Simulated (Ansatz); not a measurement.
Consider the cleavage of the Si–Si bond: `CS[SiH](F)[SiH3]` + H₂S → `CS[SiH](F)S` + SiH₄.

Isolated molecules relaxed with PBE0-D4/def2-TZVP in Ansatz; ΔE leaves out vibrations. CBS: MP2 limit from def2 TZ/QZ plus the TZ coupled-cluster correction, frozen cores. This one scheme is used for every species. DFT in def2-TZVPP. B3LYP here is the variant with VWN-RPA as its local correlation; programs differ in this. One conformer a species, not always the lowest.

```csv
level,ΔE (kJ/mol),difference from CCSD(T)/CBS
ωB97M-V,-74.2,-4.2
B2PLYP,-71.0,-1.0
PBE,-58.9,11.1
r2SCAN,-69.4,0.6
B3LYP,-66.0,4.0
HF/def2-TZVPP,-75.1,-5.1
SCS-MP2/def2-TZVPP,-76.4,-6.4
CCSD(T)/def2-TZVPP,-68.8,1.2
HF/def2-QZVPP,-74.9,-4.9
HF/CBS(def2),-74.9,-4.9
CCSD(T)/CBS,-70.0,0
```

Largest T1 diagnostic among the species: 0.012.

From PBE to PBE0 (25 % exact exchange), in def2-TZVPP and without D4, ΔE moves by −4.1 kJ/mol.
